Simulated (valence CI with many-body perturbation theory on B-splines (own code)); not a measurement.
## Ce45+: key properties

Calculated by valence CI with perturbative core correlation (CI+MBPT): three valence electrons over a frozen Dirac-Fock core [Ne], radial functions for each j: 11 s, 11 p, 10 d, 8 f, 5 g, 2 h, with the one-electron correlation potential Σ1, the two-electron term Σ2, the three-electron term Σ3, Breit, model QED; selected CI, second order for the rest, scaled by the run's own slope (own B-spline code, finite nucleus).

The last digits are not significant, and no measured levels were compared; by estimate large intervals hold to a few tenths of a per cent, small ones and those within an open d or f shell to about a per cent.

Levels are named by their leading jj configuration (3d3/2^4 stands for four electrons in 3d with j = 3/2), which in mixed levels can hold well under half, so a name can repeat and another be missing.

Rates and lifetimes use the calculated energies. Strong lines usually hold to 10 to 20 %, long lifetimes can be off by a factor of two.

(1) What is the ground level?

(2) How well does LS coupling describe the low levels?

(3) Name the longest-lived excited levels whose lifetime is computed, and their main decay.

(4) Among levels below 14527 × 10³ cm⁻¹, which E1 lines absorb most strongly from the ground level?

(5) Where does the other parity begin?

(6) What is the ionisation energy?

Answers

(1) (3s^2 3p1/2) J=1/2, composition 99 % 3s2.3p 2P°, g = 0.655.

(2) Among the lowest 20 levels the leading LS term, summed over configurations, holds 67 % on average. For single configurations the figures are 64 % in LS and 91 % in jj coupling. Terms mix most in the J = 5/2 level at 3250.4 × 10³ cm⁻¹, where the leading one holds 37 %.

(3) (3s 3p3/2 3d5/2) J=9/2 at 4064.6 × 10³ cm⁻¹ lives 162 ns, mostly by M1 to (3s 3p1/2 3d5/2) J=7/2; (3s^2 3p3/2) J=3/2 at 930.27 × 10³ cm⁻¹ lives 138 ns, mostly by M1 to (3s^2 3p1/2) J=1/2; (3s 3p1/2 3p3/2) J=3/2 at 1684.4 × 10³ cm⁻¹ lives 491 ps, mostly by E1 to (3s^2 3p1/2) J=1/2.

(4) to (3s 3p1/2 4p1/2) J=3/2 at 0.6932 nm, f = 0.467; to (3s^2 3d3/2) J=3/2 at 4.341 nm, f = 0.365; to (3s 3p1/2 3p3/2) J=1/2 at 5.035 nm, f = 0.184.

(5) At (3s 3p1/2^2) J=1/2, 915.98 × 10³ cm⁻¹.

(6) 3673.7 eV; NIST lists 3672 ± 4 eV (theoretical).
